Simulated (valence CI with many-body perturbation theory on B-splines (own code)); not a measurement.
# Co XIV: electric-dipole lines

Computed by configuration interaction combined with many-body perturbation theory (CI+MBPT): four valence electrons over a frozen Dirac-Fock core [Ne], a basis of 11 s, 11 p, 10 d, 8 f, 5 g, 2 h functions for each j, with the one-electron correlation potential Σ1, the two-electron term Σ2, the three-electron term Σ3, Breit, model QED; selected CI, second order for the rest, scaled by the run's own slope (own B-spline code, finite nucleus).

No measured spectrum was set against this ion. As an estimate, levels of excited configurations hold to 0.05 to 0.15 % of their energy, terms of the ground configuration to about 0.5 %. Among the levels kept, up to 560 cm⁻¹ of a level comes from second order outside the variational space, and about a tenth of that is noise between levels of different J, which matters for small intervals.

Lines 1 to 50 of 558 in falling wavelength, among levels below 1290300 cm⁻¹, chosen from the strongest by gf and those to the six lowest levels. Wavelengths and rates use the calculated energies, so an error of 200 cm⁻¹ moves a line at 559.2 Å by 0.11 % and its rate by three times that or more. Electric multipoles are in the length gauge, E1 and E2 with the static RPA response of the core. Weak lines are less certain than strong ones. Lines between different terms over intervals too small for the method are left out, as are lines whose strength nearly cancels. Where a level lies close to another of its J and parity, the split of strength between their lines is uncertain. The highest levels of a list are the least certain.

Names give the largest LS component (configuration and term), which can be under half, so a name can repeat, a term be missing and a line seem to break the LS rules; names also repeat where a configuration has a term twice. Letters in brackets count levels of one name in rising energy.

| λ vac (Å) | Upper | Lower | A (s⁻¹) | S (a.u.) with core polarisation | S without |
| --- | --- | --- | --- | --- | --- |
| 559.2 | 3s 3p3 5S°_2 | 3s2 3p2 1D_2 | 4.39e+05 | 1.90e-04 | 1.97e-04 |
| 477.4 | 3s 3p3 3D°_1 | 3s2 3p2 1S_0 | 3.68e+06 | 5.93e-04 | 6.17e-04 |
| 476.5 | 3p3 3d 3G°_4 | 3s 3p2 3d 3D_3 [d] | 5.15e+08 | 2.47e-01 | 2.57e-01 |
| 473.5 | 3s 3p3 5S°_2 | 3s2 3p2 3P_2 | 1.26e+07 | 3.30e-03 | 3.42e-03 |
| 473.1 | 3p3 3d 3G°_5 | 3s 3p2 3d 3F_4 [c] | 1.24e+09 | 7.14e-01 | 7.41e-01 |
| 467.0 | 3p3 3d 3G°_3 | 3s 3p2 3d 3F_2 [c] | 9.74e+08 | 3.43e-01 | 3.56e-01 |
| 458.0 | 3p3 3d 3G°_4 | 3s 3p2 3d 3D_3 [c] | 5.67e+08 | 2.42e-01 | 2.51e-01 |
| 450.3 | 3s 3p3 5S°_2 | 3s2 3p2 3P_1 | 8.42e+06 | 1.90e-03 | 1.97e-03 |
| 442.4 | 3p3 3d 3F°_3 [a] | 3s 3p2 3d 3F_3 [b] | 7.00e+08 | 2.09e-01 | 2.17e-01 |
| 437.0 | 3p3 3d 1F°_3 [a] | 3s 3p2 3d 1F_3 [b] | 6.66e+08 | 1.92e-01 | 1.99e-01 |
| 436.0 | 3p3 3d 3F°_2 [a] | 3s 3p2 3d 3F_2 [b] | 1.08e+09 | 2.20e-01 | 2.28e-01 |
| 415.8 | 3p3 3d 3F°_2 [b] | 3s 3p2 3d 3D_1 [d] | 1.11e+09 | 1.96e-01 | 2.04e-01 |
| 410.6 | 3p3 3d 3F°_3 [b] | 3s 3p2 3d 3D_2 [d] | 9.40e+08 | 2.25e-01 | 2.33e-01 |
| 404.2 | 3s 3p 3d2 3F°_3 [a] | 3s 3p2 3d 1F_3 [b] | 7.25e+08 | 1.65e-01 | 1.72e-01 |
| 397.6 | 3p3 3d 3F°_4 [b] | 3s 3p2 3d 3D_3 [e] | 1.44e+09 | 4.03e-01 | 4.18e-01 |
| 391.1 | 3s 3p3 3P°_1 | 3s2 3p2 1S_0 | 3.18e+07 | 2.82e-03 | 2.93e-03 |
| 391.0 | 3s 3p3 3D°_1 | 3s2 3p2 1D_2 | 4.14e+07 | 3.66e-03 | 3.80e-03 |
| 390.7 | 3s 3p3 3D°_2 | 3s2 3p2 1D_2 | 1.41e+07 | 2.07e-03 | 2.16e-03 |
| 385.4 | 3p3 3d 3G°_4 | 3s 3p2 3d 3F_3 [b] | 6.76e+08 | 1.72e-01 | 1.78e-01 |
| 384.9 | 3s 3p3 3D°_3 | 3s2 3p2 1D_2 | 1.43e+08 | 2.82e-02 | 2.93e-02 |
| 358.0 | 3p3 3d 3F°_4 [b] | 3s 3p2 3d 3F_4 [c] | 1.35e+09 | 2.74e-01 | 2.85e-01 |
| 354.0 | 3p3 3d 3P°_2 [b] | 3s 3p2 3d 3D_3 [d] | 1.33e+09 | 1.45e-01 | 1.51e-01 |
| 352.5 | 3p4 1S_0 | 3s 3p3 1P°_1 | 7.25e+09 | 1.57e-01 | 1.63e-01 |
| 351.7 | 3p4 1D_2 | 3s 3p3 1D°_2 | 4.78e+09 | 5.13e-01 | 5.32e-01 |
| 348.9 | 3p3 3d 3D°_3 [b] | 3s 3p2 3d 3D_3 [c] | 1.04e+09 | 1.52e-01 | 1.57e-01 |
| 347.0 | 3s 3p3 3D°_1 | 3s2 3p2 3P_2 | 1.68e+07 | 1.04e-03 | 1.08e-03 |
| 346.8 | 3s 3p3 3D°_2 | 3s2 3p2 3P_2 | 3.42e+07 | 3.52e-03 | 3.65e-03 |
| 343.7 | 3p3 3d 1F°_3 [b] | 3s 3p2 3d 1D_2 [b] | 2.97e+09 | 4.16e-01 | 4.31e-01 |
| 342.2 | 3s 3p3 3D°_3 | 3s2 3p2 3P_2 | 1.43e+09 | 1.98e-01 | 2.06e-01 |
| 336.6 | 3p3 3d 1P°_1 [a] | 3s 3p2 3d 1P_1 [a] | 2.53e+09 | 1.43e-01 | 1.48e-01 |
| 336.0 | 3p3 3d 3G°_3 | 3s 3p2 3d 3G_3 | 2.66e+09 | 3.48e-01 | 3.61e-01 |
| 335.7 | 3p3 3d 3G°_4 | 3s 3p2 3d 3G_4 | 2.61e+09 | 4.39e-01 | 4.56e-01 |
| 335.5 | 3p3 3d 3G°_5 | 3s 3p2 3d 3G_5 | 3.44e+09 | 7.06e-01 | 7.32e-01 |
| 334.4 | 3s 3p3 3D°_1 | 3s2 3p2 3P_1 | 3.47e+08 | 1.92e-02 | 1.99e-02 |
| 334.2 | 3s 3p3 3D°_2 | 3s2 3p2 3P_1 | 1.78e+09 | 1.64e-01 | 1.70e-01 |
| 332.7 | 3p3 3d 1D°_2 [a] | 3s 3p2 3d 1F_3 [a] | 4.06e+09 | 3.69e-01 | 3.82e-01 |
| 331.2 | 3s 3p3 3P°_1 | 3s2 3p2 1D_2 | 6.90e+07 | 3.71e-03 | 3.85e-03 |
| 330.2 | 3s 3p3 3P°_2 | 3s2 3p2 1D_2 | 1.04e+07 | 9.25e-04 | 9.60e-04 |
| 325.8 | 3p3 3d 1G°_4 | 3s 3p2 3d 1F_3 [a] | 5.69e+09 | 8.74e-01 | 9.04e-01 |
| 324.8 | 3s 3p 3d2 3F°_3 [a] | 3s 3p2 3d 1D_2 [b] | 1.15e+09 | 1.36e-01 | 1.41e-01 |
| 324.7 | 3p3 3d 3D°_3 [a] | 3s 3p2 3d 3P_2 [a] | 1.68e+09 | 1.99e-01 | 2.06e-01 |
| 324.2 | 3s 3p2 3d 1F_3 [a] | 3s2 3p 3d 3P°_2 | 1.79e+09 | 2.11e-01 | 2.19e-01 |
| 321.7 | 3s 3p3 3D°_1 | 3s2 3p2 3P_0 | 1.62e+09 | 7.98e-02 | 8.28e-02 |
| 321.3 | 3p3 3d 1G°_4 | 3s 3p2 3d 1G_4 | 7.12e+09 | 1.05e+00 | 1.09e+00 |
| 319.8 | 3p3 3d 3F°_3 [b] | 3s 3p2 3d 3D_3 [b] | 1.39e+09 | 1.57e-01 | 1.62e-01 |
| 316.2 | 3p3 3d 3F°_4 [b] | 3s 3p2 3d 3D_3 [b] | 2.14e+09 | 3.01e-01 | 3.11e-01 |
| 314.9 | 3p3 3d 1F°_3 [a] | 3s 3p2 3d 1D_2 [a] | 1.54e+09 | 1.67e-01 | 1.72e-01 |
| 314.3 | 3p3 3d 1G°_4 | 3s 3p2 3d 3D_3 [a] | 1.53e+09 | 2.11e-01 | 2.19e-01 |
| 312.5 | 3p3 3d 3F°_4 [b] | 3s 3p2 3d 3F_4 [b] | 2.30e+09 | 3.12e-01 | 3.23e-01 |
| 312.4 | 3s 3p2 3d 1D_2 [b] | 3s2 3p 3d 1P°_1 | 2.62e+09 | 1.97e-01 | 2.04e-01 |
